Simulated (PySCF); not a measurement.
# Stationary points of ClZrN

Level of theory: PBE0/[Zr def2-TZVP with ECP28, N def2-TZVP, Cl def2-TZVP], scalar-relativistic core potentials, density fitting, no spin–orbit coupling, PySCF.

Relaxations began from a few typed shapes. The search is not exhaustive: other isomers or separated fragments can lie lower, and high-lying points may rest on an excited occupation.

```
   spin  group                        bonds          angles  imaginary modes (cm⁻¹)  ΔE (kJ/mol)  ΔE with ZPE (kJ/mol)
singlet     Cs  Zr–Cl 2.410 Å, Zr–N 1.689 Å  Cl–Zr–N 112.1°                    none          0.0                   0.0
singlet     Cs  Zr–Cl 2.410 Å, Zr–N 1.689 Å  Cl–Zr–N 112.2°                    none          0.2                   0.1
singlet    C∞v  Zr–Cl 2.549 Å, Zr–N 1.687 Å  Cl–Zr–N 180.0°              158i, 158i         69.7                     –
```

The lowest minimum found is the singlet Cs: Zr–Cl 2.410 Å, Zr–N 1.689 Å; Cl–Zr–N 112.1°.

Formally Zr is in oxidation state +4, d0. The polar-tensor charge on Zr, 1.58, is far below the formal one.

For the lowest minimum: stability towards spin polarisation was not tested.
